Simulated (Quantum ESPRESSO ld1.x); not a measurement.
Species: Pr I. Configuration: [Xe] 4f3 5d1 6s1 (not the ground configuration). Calculated with ld1.x of Quantum ESPRESSO 7.5: scalar-relativistic Kohn-Sham, LDA (Slater exchange, Perdew-Wang correlation), spin-polarised, spherical densities, point nucleus; open shells are filled with parallel spins first. Some entries of the table are withheld. Estimate them.

orbital,occ.,eigenvalue (Ry),<r> (bohr)
1s up,1,-3070.31,0.02411
1s down,1,-3070.31,0.02411
2s up,1,-493.915,0.1031
2s down,1,-493.912,0.1031
2p up,3,-442.140,0.09058
2p down,3,-442.138,0.09058
3s up,1,-106.457,0.2727
3s down,1,-106.401,0.2727
3p up,3,-90.0573,0.2708
3p down,3,-90.0023,0.2707
3d up,5,-66.9709,0.2477
3d down,5,-66.9270,0.2476
4s up,1,-21.1029,0.6229
4s down,1,-20.9556,0.6227
4p up,3,-15.7413,0.6599
4p down,3,-15.5930,0.6597
4d up,5,-8.07223,0.7276
4d down,5,-7.92322,0.7276
5s up,1,-2.81688,1.506
5s down,1,-2.70465,1.513
5p up,3,(1),(2)
5p down,3,(3),(4)
6s up,1,-0.25462,(5)
6s down,0,-0.17878,(6)
5d up,1,-0.12956,3.519
4f up,3,-0.06010,1.228
5d down,0,-0.05045,3.992

Answer. 
(1) 5p up eigenvalue (Ry): -1.52427
(2) 5p up <r> (bohr): 1.776
(3) 5p down eigenvalue (Ry): -1.42451
(4) 5p down <r> (bohr): 1.784
(5) 6s up <r> (bohr): 4.512
(6) 6s down <r> (bohr): 4.820
